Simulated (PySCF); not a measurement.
C₂H₆ClFSi, SMILES C[Si](F)(Cl)C. Atoms are numbered in the order given.

```xyz
11

C      0.9996    -0.6883     1.5644
Si     0.3312     0.0454     0.0000
C      0.9996    -0.6883    -1.5644
F      0.6619     1.6378     0.0000
Cl    -1.7307    -0.1217     0.0000
H      0.5607    -0.1913     2.4423
H      0.7628    -1.7615     1.6231
H      2.0936    -0.5705     1.6090
H      0.5607    -0.1913    -2.4423
H      0.7628    -1.7615    -1.6231
H      2.0936    -0.5705    -1.6090
```
Charge 0, spin multiplicity 1.

The structure is a stationary point at PBE0-D3(BJ)/def2-SVP.

All values below come from PBE0/pcSseg-1 run with PySCF.

GIAO shieldings, no solvent; atoms alike by connectivity are averaged. δ = σ(ref) − σ: ¹³C against TMS (σ = 186.3 ppm); ²⁹Si against TMS (σ = 352.7 ppm); ¹⁹F against CFCl3 (σ = 167.2 ppm); ³⁵Cl against HCl (σ = 945.9 ppm); ¹H against TMS (σ = 31.56 ppm), references at their B3LYP-D3(BJ)/def2-TZVP geometries, non-relativistic (without spin–orbit terms, shifts of atoms bonded to Cl or Br come out too high).

```json
[
 {"nucleus": "¹³C", "atoms": "C1, C3", "count": "2", "δ (ppm)": "4.9"},
 {"nucleus": "²⁹Si", "atoms": "Si2", "count": "1", "δ (ppm)": "41.8"},
 {"nucleus": "¹⁹F", "atoms": "F4", "count": "1", "δ (ppm)": "-151.0"},
 {"nucleus": "³⁵Cl", "atoms": "Cl5", "count": "1", "δ (ppm)": "67.0"},
 {"nucleus": "¹H", "atoms": "H6, H7, H8, H9, H10, H11", "count": "6", "δ (ppm)": "0.74"}
]
```
